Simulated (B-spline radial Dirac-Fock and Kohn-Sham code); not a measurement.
# Core-hole lifetimes of Al⁺

System: aluminum as Al⁺, configuration 1s2 2s2 2p6 3s2, inside a Watson sphere of charge -1 and radius 2.7 Å (a model of the Madelung potential; inside it an electron's potential energy is raised by 5.3 eV).

Level of theory: independent-particle radiative and Coulomb Auger rates from relativistic LDA hole-state orbitals, with Dirac-Fock energies; an atomic code on a B-spline grid.

Partial widths are in eV. Coster-Kronig decay leaves a hole in the same principal shell; its rates are the weakest part of the model, often 1.5 to 2.5 times too large and more for N holes. Holes without an open Auger channel, or with an unreliable SCF state, are not listed.

```
      hole  radiative     Auger  Coster-Kronig     total  fluorescence yield  lifetime (fs)
    K (1s)     0.0154     0.380              0     0.396              0.0389           1.66
   L1 (2s)   2.54e-05    0.0192           1.21      1.23            2.06e-05          0.533
L2 (2p1/2)   3.34e-06  0.000795              0  0.000799             0.00419            824
L3 (2p3/2)   3.37e-06  0.000758              0  0.000762             0.00443            864
```

Values without a named source are computed, but for edge energies of neutral atoms, which are taken from tables.
